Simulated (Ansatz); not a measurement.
One change: `[F][Mg][Br]` becomes `[F][MgH]`.

Ansatz, PBE0-D4/def2-TZVP geometries, multiplicity 1. 

Outer-core shells of Br, Mg are correlated without core-valence functions. Scalar relativity is left out up to krypton. Spin–orbit coupling is left out.

```tsv
property	`[F][Mg][Br]`
zero-point energy (PBE0-D4/def2-TZVP) / kJ/mol	8.1
LUMO energy (PBE/def2-TZVPP) / eV	-2.56
size of the dipole moment (PBE/def2-TZVPP) / D	0.31
HOMO energy (PBE/def2-TZVPP) / eV	-7.28
vertical ionisation energy (CCSD(T)/def2-TZVPP) / eV	11.05
LUMO energy (PBE0/def2-TZVPP) / eV	-1.82
```

Problem. Give the same properties after the change, and the shifts. (An estimate is asked.)

Solution. Ansatz gave: 
```tsv
property	`[F][MgH]`	shift
zero-point energy (PBE0-D4/def2-TZVP) / kJ/mol	18.1	10.0
LUMO energy (PBE/def2-TZVPP) / eV	-1.67	0.89
size of the dipole moment (PBE/def2-TZVPP) / D	1.44	1.13
HOMO energy (PBE/def2-TZVPP) / eV	-7.07	0.21
vertical ionisation energy (CCSD(T)/def2-TZVPP) / eV	10.98	-0.07
LUMO energy (PBE0/def2-TZVPP) / eV	-0.93	0.89
```

With PBE0 the HOMO rises by 0.25 eV and the LUMO rises by 0.89 eV, so the gap widens by about 0.64 eV. PBE moves the HOMO by 0.21 eV and ωB97M-V by 0.23 eV. Dipoles are sizes alone; their direction can turn.
